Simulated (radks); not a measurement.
Radial electron density D(r) = 4 pi r^2 rho(r) of an atom or ion with 36 electrons. Method: Dirac Kohn-Sham, PBE, spin-unpolarised, spherical densities, finite nucleus; Fermi nuclear charge, rms radius of each element as measured or else 0.836 A^(1/3) + 0.57 fm; computed with a radial shooting solver on a logarithmic mesh with Libxc functionals.

r (bohr),D(r) (e/bohr)
0.002346,5.106
0.002666,6.310
0.00303,7.766
0.003444,9.514
0.003914,11.60
0.004413,13.89
0.005016,16.72
0.005701,19.98
0.006479,23.67
0.007364,27.78
0.00837,32.25
0.009513,36.98
0.01081,41.81
0.01229,46.55
0.01397,50.93
0.01587,54.66
0.01804,57.46
0.0205,59.07
0.0233,59.36
0.02649,58.37
0.0301,56.39
0.03421,53.97
0.03889,51.85
0.0442,50.90
0.05023,51.84
0.05709,54.98
0.06437,59.67
0.07316,65.58
0.08315,70.86
0.0945,73.72
0.1074,72.86
0.1221,68.11
0.1387,60.77
0.1577,53.34
0.1792,48.59
0.2037,48.17
0.2315,51.63
0.2631,56.32
0.2991,58.62
0.3399,55.84
0.3863,47.71
0.4391,36.51
0.499,25.78
0.5672,18.29
0.6446,14.74
0.7326,13.79
0.8327,13.26
0.9388,11.78
1.067,8.975
1.213,5.723
1.378,3.009
1.567,1.287
1.78,0.4388
2.024,0.1161
2.3,0.02305
2.614,0.003324
2.971,0.0003350

What is the nuclear charge?

Answer. Z = 46. The innermost maximum, from 1s, lies near gamma/Z bohr with gamma = sqrt(1 - (Z/c)^2) = 0.942, here 0.0205 bohr (found: 0.0224), and its height grows with Z. The density is that of the palladium ion Pd10+ in [Kr]; the configuration itself is not fixed sharply by these data, and Z only to a few units. D(r) has 3 maxima, at r = 0.0224, 0.0984, 0.299 bohr, and minima at 0.0446, 0.193 bohr, inside which lie 2.05, 11.05 electrons.
